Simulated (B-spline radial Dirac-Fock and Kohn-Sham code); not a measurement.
**Elastic and transport cross sections of silver for positrons**

These are calculated numbers from an atomic code on a B-spline grid; the model is relativistic (Dirac) partial waves in the static field of the Dirac-Fock atom, without polarisation or absorption potentials. Below a few hundred eV the neglected polarisation potential matters, most of all at small angles. σ_tr1 and σ_tr2 weight the cross section with 1 − P₁ and 1 − P₂ of cos θ; "backward" is the share scattered beyond 90°.

| energy (eV) | σ (a₀²) | σ_tr1 (a₀²) | σ_tr2 (a₀²) | σ/σ_tr1 | backward (%) |
| --- | --- | --- | --- | --- | --- |
| 125 | 14.4 | 3.42 | 5.65 | 4.22 | 7.2 |
| 141 | 13.9 | 3.17 | 5.26 | 4.37 | 6.9 |
| 600 | ? | ? | ? | ? | ? |
| 1600 | 5.59 | 0.425 | 0.850 | 13.1 | 1.5 |
| 2700 | 4.38 | 0.242 | 0.497 | 18.1 | 1.0 |
| 4020 | 3.57 | 0.154 | 0.323 | 23.2 | 0.76 |
| 4280 | 3.45 | 0.143 | 0.301 | 24.2 | 0.72 |
| 4730 | 3.27 | 0.127 | 0.269 | 25.8 | 0.66 |
| 6060 | 2.85 | 0.0937 | 0.202 | 30.4 | 0.53 |
| 6210 | 2.81 | 0.0909 | 0.197 | 30.9 | 0.52 |
| 10600 | 2.04 | 0.0454 | 0.102 | 45.0 | 0.31 |
| 12100 | 1.88 | 0.0380 | 0.0859 | 49.6 | 0.27 |
| 18200 | 1.45 | 0.0214 | 0.0497 | 67.6 | 0.18 |
| 18700 | 1.42 | 0.0206 | 0.0479 | 69.0 | 0.18 |
| 38500 | 0.870 | 0.00700 | 0.0170 | 124 | 0.080 |
| 70800 | 0.571 | 0.00268 | 0.00672 | 213 | 0.038 |

Task: Fill in the row for 600 eV.

Result: σ = 8.31 a₀², σ_tr1 = 1.10 a₀², σ_tr2 = 2.02 a₀², σ/σ_tr1 = 7.58, backward 3.2 %. The ratio σ/σ_tr1 is roughly the number of elastic collisions that randomise the direction.
